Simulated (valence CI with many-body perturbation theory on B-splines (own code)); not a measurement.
The numbers below are computed, except where a source is named.
**Xe49+: input, log and results**

Level of theory: configuration interaction combined with many-body perturbation theory (CI+MBPT): three valence electrons over a frozen Dirac-Fock core [He], radial functions for each j: 6 s, 6 p, 5 d, 3 f, 1 g, with the one-electron correlation potential Σ1 (screened to all orders), the two-electron term Σ2, the three-electron term Σ3, Breit, model QED; selected single and double excitations, second order for the rest, scaled by the run's own slope (own B-spline code, finite nucleus).

Command, and the settings that its task file holds:

```sh
python run_cv.py task.json out
```

```
atom Xe  Z=54  mass_number=132  rms_radius_fm=4.7859
core [He]
valence 2s2 2p1
avg = 1
basis = S
breit = 1
cap = 10000
capref = 1200
cscale = 1
de = 0.0
dress = 0
eps = 2e-08
extrap = 1
h = 0.27
hh = 1
l2 = 3
lcore = 6
maxit = 60
n2 = 5
natural = 1
nlev = 21
nno = [3, 3, 3, 2, 1]
nroot = 26
nsp = [3, 3, 2, 1, 0]
pt2 = 1
qed = 1
rpa = 0
s1 = 1
s2 = 1
s3 = 1
screen = 1
tol = 2e-05
whole = 1
```

It took 5.8 s on 1 thread of Arm Neoverse V1 (shared host).

Log. The first blocks belong to the next ion, which gives the ionisation energy. Fields: 2J, parity (1 odd), roots, reference size, generating configurations, candidates as configurations/state functions, variational space P, stored matrix elements, Davidson steps; e2 is the range of second-order energies in hartree. The first line gives the box (bohr), its intervals, the orbitals and the steps of their self-consistent field. Window is the range of levels sought, series limit the energy at which the first omitted orbital would enter, core excitation an estimate of the first excitation out of the core, left out the lowest levels not solved, and shifts from estimates the range by which levels moved from their first estimate, all in cm⁻¹.

```
rmax 1.2 intervals 54 orbitals 36 references ['2s2 2p', '2s 2p2', '2p3'] scf 2 t 0.3
2J=0 par=0 roots 2 ref 15 generators 3 cand 92/92 P 107/107 nnz 0 it 0
   second order: generators 4 cand 0/0 e2 -0.00000 -0.00000
2J=0 par=1 roots 2 ref 11 generators 3 cand 73/73 P 84/84 nnz 0 it 0
   second order: generators 7 cand 0/0 e2 -0.00000 -0.00000
2J=2 par=1 roots 2 ref 28 generators 2 cand 188/188 P 214/214 nnz 0 it 0
2J=2 par=1 roots 2 ref 28 generators 2 cand 2/2 P 216/216 nnz 0 it 0
   second order: generators 4 cand 0/0 e2 -0.00000 -0.00000
reference levels 291, estimated 248, window 43133822 1/cm; series limit 56407015, core excitation 242435163
2J=1 par=1 roots 8 ref 32 generators 10 cand 190/260 P 1790/2603 nnz 8.4e+05 it 3
2J=1 par=1 roots 8 ref 32 generators 13 cand 253/380 P 1802/2624 nnz 8.5e+05 it 4
   second order: generators 15 cand 260/388 e2 -0.00000 -0.00000
2J=1 par=0 roots 9 ref 34 generators 12 cand 252/346 P 1823/2671 nnz 8.8e+05 it 4
2J=1 par=0 roots 9 ref 34 generators 14 cand 237/329 P 1841/2697 nnz 8.9e+05 it 4
   second order: generators 18 cand 284/386 e2 -0.00000 -0.00000
2J=3 par=1 roots 10 ref 47 generators 14 cand 809/1633 P 1785/3650 nnz 1.7e+06 it 4
2J=3 par=1 roots 10 ref 47 generators 15 cand 450/829 P 1833/3750 nnz 1.8e+06 it 3
   second order: generators 15 cand 402/729 e2 -0.00000 -0.00000
2J=3 par=0 roots 8 ref 45 generators 10 cand 664/1266 P 1735/3537 nnz 1.6e+06 it 5
2J=3 par=0 roots 8 ref 45 generators 12 cand 511/981 P 1775/3615 nnz 1.7e+06 it 4
   second order: generators 15 cand 631/1318 e2 -0.00000 -0.00000
2J=5 par=0 roots 5 ref 39 generators 9 cand 886/1930 P 1591/3434 nnz 1.5e+06 it 4
2J=5 par=0 roots 5 ref 39 generators 13 cand 628/1381 P 1666/3580 nnz 1.7e+06 it 3
   second order: generators 14 cand 721/1750 e2 -0.00000 -0.00000
2J=5 par=1 roots 5 ref 36 generators 7 cand 899/2080 P 1624/3550 nnz 1.7e+06 it 4
2J=5 par=1 roots 5 ref 36 generators 9 cand 571/1255 P 1708/3766 nnz 1.9e+06 it 3
   second order: generators 10 cand 487/1039 e2 -0.00000 -0.00000
2J=7 par=1 roots 2 ref 21 generators 4 cand 608/1441 P 1416/3220 nnz 1.5e+06 it 3
2J=7 par=1 roots 2 ref 21 generators 4 cand 326/741 P 1479/3354 nnz 1.6e+06 it 3
   second order: generators 5 cand 263/607 e2 -0.00000 -0.00000
2J=7 par=0 roots 1 ref 19 generators 2 cand 539/1212 P 1299/2986 nnz 1.3e+06 it 4
2J=7 par=0 roots 1 ref 19 generators 3 cand 341/742 P 1337/3069 nnz 1.4e+06 it 3
   second order: generators 4 cand 393/870 e2 -0.00000 -0.00000
2J=9 par=1 roots 1 ref 7 generators 1 cand 259/595 P 630/1376 nnz 0 it 4
2J=9 par=1 roots 1 ref 7 generators 1 cand 173/371 P 684/1489 nnz 0 it 4
   second order: generators 1 cand 119/258 e2 -0.00000 -0.00000
left out: unestimated 62536077, estimated 45729207, shifts from estimates -0 to 10
operators 0.0
```

The Davidson iterations converged.

No measured spectrum was set against this ion. As an estimate, large intervals hold to a few tenths of a per cent, small ones and those within an open d or f shell to about a per cent.

```yaml
Valence_energy: -1052.49 hartree
Ionisation_energy: "9238.2 eV (NIST: 9243 ± 4 eV (theoretical))"
Reference_configurations_for_the_orbitals: 2s2 2p, 2s 2p2, 2p3
Radial_orbitals: 36
Box_radius: 1.167 bohr
Largest_variational_space: 3766
Lowest_levels: (2s^2 2p1/2) J=1/2 0.000, (2s 2p1/2^2) J=1/2 12.007, (2s^2 2p3/2) J=3/2 26.336, (2s 2p1/2 2p3/2) J=3/2 [a] 34.712, (2s 2p1/2 2p3/2) J=5/2 37.043, (2s 2p1/2 2p3/2) J=3/2 [b] 40.726, (2s 2p1/2 2p3/2) J=1/2 40.743, (2p1/2^2 2p3/2) J=3/2 53.580, (2s 2p3/2^2) J=5/2 62.382, (2s 2p3/2^2) J=1/2 67.802, (2s 2p3/2^2) J=3/2 67.880, (2p1/2 2p3/2^2) J=3/2 77.582, (2p1/2 2p3/2^2) J=5/2 79.029, (2p1/2 2p3/2^2) J=1/2 81.847 Ry
```

Levels are named by their leading jj configuration (3d3/2^4 stands for four electrons in 3d with j = 3/2), which in mixed levels can hold well under half, so a name can repeat and another be missing. Letters in brackets count levels of one name in rising energy.
